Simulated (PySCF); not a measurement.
**Spin–spin coupling constants**

Bonds: Cu1-O2 1.833 Å, Cu1-O7 1.833 Å, O2-C3 1.351 Å, O7-C8 1.351 Å. C3 carries H4, H5, H6; C8 carries H9, H10, H11.

Total charge -1.

Method: PBE/pcJ-1 (pcSseg-1 on Cu) (without the spin–dipole term)//PBE0-D3(BJ)/def2-SVP, PySCF 2.14.0 with density-fitted response routines; isolated molecule, single conformer, non-relativistic. Couplings are averaged over pairs made equivalent by symmetry, fast rotation or ring inversion, so a value needn't be that of the named pair in this geometry, while other rotamers aren't included; one pair stands for each set, and the list holds those of at least 1.5 Hz over up to four bonds, among pairs with at least one C or H atom (others weren't computed).

Isotopes: 13C, 1H, 17O. Couplings to quadrupolar nuclei such as 17O and 33S are rarely resolved in practice.

| pair | bonds | J (Hz) |
| --- | --- | --- |
| O2, C3 | 1 | ? |
| C3, H4 | 1 | 118.0 |
| O2, H4 | 2 | ? |
| H4, H5 | 2 | -8.3 |

Task: Estimate the withheld couplings, with signs.

Result: 
- 1J(O2,C3) = 32.4 Hz (bond length 1.351 Å)
- 2J(O2,H4) = -6.7 Hz (mean over equivalent pairs that range from -13.0 to -3.6 Hz in this conformer)
